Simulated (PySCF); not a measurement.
C₂HCl₃, SMILES C(Cl)(=CCl)Cl. Coordinates come from a PBE-D3(BJ)/def2-SVP optimisation.

### Question
Give the equilibrium geometry at PBE-D3(BJ)/def2-SVP (PySCF confirms it by a frequency run) as Cartesian coordinates in Å, and its point group. (The exact figures need the calculation; the answer reports its results.)

### Answer
point group Cs.
```xyz
6

Cl     0.3503     2.2661     0.0000
C      0.9242     0.6437     0.0000
C      0.1093    -0.4366     0.0000
Cl    -1.6118    -0.3328     0.0000
Cl     0.7781    -2.0369     0.0000
H      2.0159     0.5189     0.0000
```
